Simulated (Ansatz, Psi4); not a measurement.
Species: H5SiNO3, charge 0, multiplicity 1. SMILES: N[Si](O)(O)O
Geometry from a B3LYP-D3(BJ)/def2-TZVP (Ansatz, a first-principles code) optimisation:
```
Si
O 1 1.6330
H 2 0.9605 1 117.84
O 1 1.6443 2 106.50 3 60.69
H 4 0.9597 1 117.84 2 175.93
O 1 1.6443 2 106.50 3 -60.69
H 6 0.9597 1 117.84 2 -175.93
N 1 1.7058 2 113.19 3 -180.00
H 8 1.0086 1 119.30 2 70.60
H 8 1.0086 9 110.69 1 144.26
```
Charge 0, spin multiplicity 1.

B3LYP/6-31G* beside other levels, property by property. Conventions: frozen cores in correlated levels; open shells spin-unrestricted; each state is the SCF solution reached for its charge and spin; no spin-orbit coupling; non-relativistic; six Cartesian d functions in 6-31G* and its kin unless marked 5d; atomisation electronic, to ground-state atoms; dispersion terms only where a functional's name holds one. Basis-set limits of correlation are two-point, X^-3; Hartree-Fock from the larger set. The bracket is a focal-point correction in the basis named. First-principles rows: single points at B3LYP-D3(BJ) geometries (Ansatz). Levels can end on unlike triplets.

Coupled cluster (Ansatz) is a level with limits of its own, used here on species with T1 under 0.025 (0.045 for open shells) and stable references: (a) RI-MP2/CBS(aug-cc-pV(T+d)Z,aug-cc-pV(Q+d)Z)+[CCSD(T)-MP2]/aug-cc-pV(T+d)Z; (b) CCSD(T)/CBS(aug-cc-pV(T+d)Z,aug-cc-pV(Q+d)Z).

```tsv
property	B3LYP/6-31G* (Ansatz)	wB97X-D/6-31G* (Psi4)	MP2/6-31G* (Ansatz)	wB97M-V/def2-TZVPD (Ansatz)	to compare with
atomisation energy (kcal/mol)	903.6	910.9	853.2	952.6	958.6 coupled cluster (b)
vertical ionisation energy to the doublet (eV)	10.10	10.31	10.10	10.54	10.66 coupled cluster (a)
vertical triplet-singlet gap, E(triplet) - E(singlet) (eV)	7.05	7.58	7.62	6.60	6.51 coupled cluster (a)
```

As the rows show:
- atomisation energy: B3LYP/6-31G* lies 55.0 kcal/mol below coupled cluster.
- vertical ionisation energy to the doublet: B3LYP/6-31G* lies 0.56 eV below coupled cluster.
- vertical triplet-singlet gap, E(triplet) - E(singlet): B3LYP/6-31G* lies 0.54 eV above coupled cluster.

The properties are those with a value to compare with, at most eight drawn at random. No case is left out for the size of its miss. Left out are saddle points of the reference geometry, anions that the best level run finds unbound, excited spin states, species near biochemistry, 298 K rows of species without real B3LYP wavenumbers, cases with under five habitual levels, runs that failed or that the program found above a lower state of the same kind, table entries that another table contradicts, and a share of species set aside by lot.
